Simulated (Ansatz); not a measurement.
A structure relaxed at PBE0-D4/def2-TZVP, charge 0, multiplicity 1:

```xyz
9

O    -2.2265   -0.5338   -0.5918
Si   -0.6245   -0.3836   -0.8931
C     0.4251    0.9262   -0.2959
C     0.6516   -0.2299    0.3693
S     1.6378   -0.8144    1.6408
H    -2.5629   -0.1086    0.1997
H    -0.4245   -1.1116   -2.1571
H     0.8443    1.9227   -0.2156
H     2.2796    0.3330    1.9437
```

Question: Give its formula and SMILES.

Answer: C2H4OSSi, `O[SiH]1C=C1S`.

Question: Summarise the bond lengths by kind.

Answer: 1 × O–Si 1.637 Å; 1 × H–O 0.959 Å; 2 × C–Si 1.782 to 1.802 Å; 1 × H–Si 1.472 Å; 1 × C–C 1.353 Å; 1 × C–H 1.084 Å; 1 × C–S 1.712 Å; 1 × H–S 1.349 Å.

Results of the Gaussian-basis code of Ansatz.
